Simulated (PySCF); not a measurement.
The group X on SiH2Cl-X is varied. Gas-phase values, no solvent. One relaxed conformer stands for each flexible species; it need not be the lowest. Strings in code marks are SMILES.

The vertical ionisation energy (Delta-SCF) from two functionals at the same geometries (PBE0-D4/def2-TZVP), both in PySCF: PBE-D3(BJ)/def2-TZVP and B3LYP-D3(BJ)/def2-TZVP. B3LYP has the VWN-RPA correlation part, as in Gaussian. Delta-SCF ions had no search for a lower state. 

```csv
species,PBE-D3(BJ)/def2-TZVP (eV),B3LYP-D3(BJ)/def2-TZVP (eV)
X = chloro,10.78,11.22
X = formyl (`O=C[SiH2]Cl` (O–C–Si–Cl torsion 180°)),9.42,9.74
X = methylsulfinyl (`O=[S@@]([SiH2]Cl)C` (O–S–Si–Cl torsion 174°)),8.66,8.81
X = AlH2 (`[AlH2][SiH2]Cl`),9.27,9.54
```

Over these rows, drawn at random from the members with no instability flagged (it was tested for open shells, ions and some series alone), PBE minus B3LYP-D3(BJ): mean -0.29 eV, from -0.43 eV to -0.15 eV.
